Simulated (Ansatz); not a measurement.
Coupled-cluster diagnostics for the cluster Na₄O₂, Ansatz.

Geometry of the singlet (r2SCAN-D4/def2-SVP):

```csv
atom,x (Å),y (Å),z (Å)
Na1,2.663,0.191,-1.155
Na2,0.140,-0.009,1.541
Na3,-3.515,-0.235,1.526
Na4,-1.027,-0.064,-1.157
O5,0.925,-0.725,-0.384
O6,0.815,0.842,-0.370
```

Correlated methods freeze 6 core orbitals; core or outer-core shells of Na are correlated, in sets that lack core-valence functions. The structure holds one bond between oxygen atoms, so isomers without such links may lie far lower. Another isomer (singlet) lies 1.07 eV lower at PBE0-D4/def2-TZVP; other spin states weren't run for this one.

**Question.** Estimate the CCSD(T) correlation energy, the shares of MP2 and (T), T1 and the reference's ⟨S²⟩ for: charge 0, singlet, own geometry in def2-SVP; and the rough time on 2 threads of Arm Neoverse V1 on a shared host.

**Answer.** 
```tsv
state	basis	correlation (eV)	MP2 share (%)	(T) share (%)	T1	⟨S²⟩ (pure)	wall time	remarks
charge 0, singlet, own geometry	def2-SVP	-12.358	94.2	3.0	0.014	0.00 (0.00)	13 s	restricted SCF unstable
```
Customary marks for T1 are 0.02 (closed shells), 0.045 (open shells) and about 0.05 (3d metals). T1 stays under 0.02 throughout.
